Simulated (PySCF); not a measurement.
# Ionisation energy along the 4-electron series

Calculated with PySCF 2.14 and a two-component X2C-1e Hamiltonian (Gaussian nucleus, no Breit or QED terms), each ion in its own even-tempered basis scaled to its charge; GMP2 freezes nothing and drops the highest virtual spinors. Values in eV. NIST values: (m) measured, (s) semi-empirical, (t) theoretical.

```
    ion  configuration  GMP2 (spin-free)  GHF (screened spin-orbit)  GMP2 (screened spin-orbit)           NIST
Pr(55+)       [He] 2s2           11658.9                    11653.4                     11659.8  11641 ± 5 (t)
Pm(57+)       [He] 2s2           12551.3                    12545.9                     12552.3  12532 ± 6 (t)
```

**Question.** Fill in the row of Nd(56+).

**Answer.** configuration: [He] 2s2; GMP2 (spin-free): 12100.2; GHF (screened spin-orbit): 12094.7; GMP2 (screened spin-orbit): 12101.2; NIST: 12082 ± 5 (t).
